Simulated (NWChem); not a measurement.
# AuH$_{2}$OI; SMILES [Au]([I])<-[OH2]

Computed with NWChem. All runs use the structure optimised with PBE0/def2-SVP. def2 effective core potentials on I, Au; no spin-orbit coupling. Ions are spin-unrestricted doublets at the neutral geometry; other ion states weren't tried.

| level | vertical ionisation energy, ΔSCF (eV) | −ε(HOMO) (eV) | ΔSCF minus −ε(HOMO) (eV) |
|---|---|---|---|
| B3LYP/def2-SVP | 8.57 | 6.11 | 2.46 |
| PBE/def2-SVP | 8.44 | 5.28 | 3.16 |
| r2SCAN/def2-SVP | … | … | … |
| LRC-wPBEh/def2-SVP | 8.57 | 8.13 | 0.44 |
| Hartree-Fock/def2-SVP | 7.58 | 8.62 | -1.04 |

Q: Some entries are withheld; supply them.

A: 
- r2SCAN/def2-SVP, vertical ionisation energy, ΔSCF (eV): 8.56
- r2SCAN/def2-SVP, −ε(HOMO) (eV): 5.54
- r2SCAN/def2-SVP, ΔSCF minus −ε(HOMO) (eV): 3.02
